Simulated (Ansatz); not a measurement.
Born–Oppenheimer molecular dynamics of ClH₅Sn (7 atoms, charge 0, multiplicity 1). It starts at the highest image of a converged band, a first-order saddle point between two minima.

These are results of Ansatz 0.2.0, RKS PBE0-D4/def2-SVP, not measurements.

* ensemble: NVE (velocity Verlet)
* time step: 0.5 fs
* steps asked: 200
* starting velocities drawn for: 100 K
* seed: 11439

First frame:

```xyz
7
Properties=species:S:1:pos:R:3
Sn -0.192 0.000 -0.128
H -0.036 0.000 1.861
H 1.536 0.000 -0.026
H -0.691 1.480 -0.798
H -0.691 -1.480 -0.798
Cl -2.560 0.000 1.309
H -0.973 0.000 1.878
```

How far do the bonds stretch over the last three quarters of this one trajectory? (Pairs bonded in most of those frames.)


```
  bond  mean (Å)  spread (Å)  shortest  longest
Sn1–H2     1.727       0.082      1.60     1.85
Sn1–H3     1.730       0.043      1.66     1.81
Sn1–H4     1.710       0.031      1.66     1.76
Sn1–H5     1.713       0.021      1.68     1.75
Cl6–H7     1.312       0.071      1.20     1.42
```

Mean temperature of the second half: 1555 K. The conserved energy stayed within 0.35 meV per atom of its start (net change -0.27 meV per atom), so the integration is sound. The kinetic energy rose, since the run started high on the potential surface and went downhill. It ends in pieces (ClH + H4Sn), so much of that is their flight and rotation, not heat. A run of 0.1 ps of so small a system gives no equilibrium averages. The orbitals stay closed-shell, which can raise the energy where a bond breaks towards radicals; this wasn't checked here.

The run took 4.3 min on 2 threads of Arm Neoverse V1, with other jobs on the host, peak memory 0.14 GiB.
